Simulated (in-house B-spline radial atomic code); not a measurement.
Pr3+: [Kr] 4d9 4f2 5s2 5p6 5g1 (an excited or competing configuration)

Level of theory: Dirac-Hartree-Fock, average of configuration, Fermi nucleus of rms radius 4.8919 fm; calculated with a B-spline radial code for spherical atoms.

Z_r = [3n² - l(l+1)]/(2<r>); Z_e = n√(-2ε); the last column is Slater's effective charge. Values are occupation-weighted means over j. An effective charge above Z reflects the relativistic contraction of the inner shells.

```
shell  electrons   ε (eV)  <r> (bohr)    Z_r    Z_e  Slater
   1s          2   -42283     0.02409  62.27  55.75   58.70
   2s          2  -6957.5      0.1025  58.56  45.23   54.85
   2p          6  -6238.7     0.09032  55.36  42.83   54.85
   3s          2  -1590.1      0.2708  49.86  32.43   47.75
   3p          6  -1355.5      0.2689  46.49  29.94   47.75
   3d         10  -1018.7      0.2471  42.50  25.96   37.85
   4s          2  -375.64      0.6181  38.83  21.02   31.25
   4p          6  -294.89      0.6523  35.26  18.62   31.25
   4d          9     -176      0.7149  29.38  14.39   20.20
   5s          2  -87.935        1.44  26.04  12.71   12.40
   5p          6  -63.629       1.612  22.65  10.81   12.40
   4f          2  -55.828      0.8985  20.03   8.10   13.65
   5g          1  -8.7305       6.827   4.03   4.01       -
```

The least bound orbital is 5g7/2 at -8.73 eV, and it is also the most diffuse (<r> = 6.827 bohr). The part-filled 4d shell lies below the filled 5p shell in orbital energy.

Spin-orbit splittings of the orbital energies (j = l + 1/2 above j = l - 1/2 when positive): 2p 483.7 eV, 3p 98.11 eV, 3d 20.85 eV, 4p 21.64 eV, 4d 3.882 eV, 5p 3.726 eV, 4f 0.4031 eV, 5g -0.0004633 eV.

For the 1s electron the small component carries 4.78 % of the norm, the zero-frequency Breit interaction raises the level by 115.9 eV, self-energy by 67.9 eV, and vacuum polarisation lowers it by 10.27 eV.
